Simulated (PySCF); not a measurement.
C4H4F3O (charge +1).
SMILES with atom numbers: `[CH3:1][C:2]([F:3])([F:4])[C@@H:5]([F:6])[C:7]#[O+:8]` (hydrogens: H9, H10, H11 on C1; H12 on C5)

Structure used (GFN2-xTB), in Å, numbered top down from 1:
```xyz
12
C4H4F3O angstrom
C     -1.6016    0.0479   -0.1700
C     -0.2134    0.5857   -0.0061
F     -0.0456    1.3350    1.0910
F      0.1958    1.3147   -1.0461
C      0.8710   -0.6601    0.1732
F      0.6354   -1.5849   -0.7800
C      2.1821   -0.1372    0.1190
O      3.1645    0.3834    0.0717
H     -1.6684   -0.6032   -1.0395
H     -2.2626    0.9038   -0.3321
H     -1.9292   -0.4795    0.7224
H      0.6731   -1.1062    1.1705
```

Level of theory: TDDFT PBE0/def2-SVPD, vertical, gas phase, core orbitals frozen in the response in PySCF.

Frontier orbitals with the atoms that hold most of them (Löwdin shares over 4%, at most four atoms; ? is withheld):

```json
{"orbital": "HOMO-3", "ε (eV)": "-17.10", "atoms": "F4 20%, F6 18%, C1 16%, F3 14%"}
{"orbital": "HOMO-2", "ε (eV)": "-16.34", "atoms": "C1 41%, H11 20%, F4 17%, H10 11%"}
{"orbital": "HOMO-1", "ε (eV)": "-16.31", "atoms": "C1 42%, H9 22%, F3 12%, H10 10%"}
{"orbital": "HOMO", "ε (eV)": "-15.33", "atoms": "?"}
{"orbital": "LUMO", "ε (eV)": "-9.24", "atoms": "?"}
{"orbital": "LUMO+1", "ε (eV)": "-8.66", "atoms": "C7 43%, O8 32%, C5 10%, C2 7%"}
{"orbital": "LUMO+2", "ε (eV)": "-4.68", "atoms": "C7 39%, O8 18%, C5 17%, H12 10%"}
```

**Question.** Which atoms hold the HOMO, and with what shares?

**Answer.** F3 (bonded to C) 17%; F4 (bonded to C) 17%; C5 (bonded to 2 C, F and H) 16%; C2 (bonded to 2 C and 2 F) 14%. By element: fluorine 34% or more, carbon 30% or more.

**Question.** Which atoms hold the LUMO, and with what shares?

**Answer.** C7 (bonded to C and O) 43%; O8 (bonded to C) 32%; C5 (bonded to 2 C, F and H) 10%; F6 (bonded to C) 8%. By element: carbon 53% or more, oxygen 32%, fluorine 8% or more.

**Question.** The HOMO–LUMO gap is 6.09 eV. Where does the response calculation put the lowest singlet, and from which orbitals?

**Answer.** S1 is at 4.63 eV (f = 0.010), 1.46 eV below the gap, made of HOMO→LUMO (94%). 

**Question.** Give energy, strength and leading configuration of S1 and S2, and follow the Löwdin shares of the leading atoms from the occupied to the empty orbital.

**Answer.** 
- S1 (4.63 eV, f 0.010), HOMO→LUMO (94%): F3 17% → at most 8%, F4 17% → at most 8%, C7 at most 15% → 43%, O8 at most 15% → 32%
- S2 (5.62 eV, f 0.101), HOMO→LUMO+1 (88%): F3 17% → at most 7%, F4 17% → at most 7%, C7 at most 15% → 43%, O8 at most 15% → 32%

Löwdin shares depend on the basis, the more so with diffuse functions.

One conformer stands for the species.
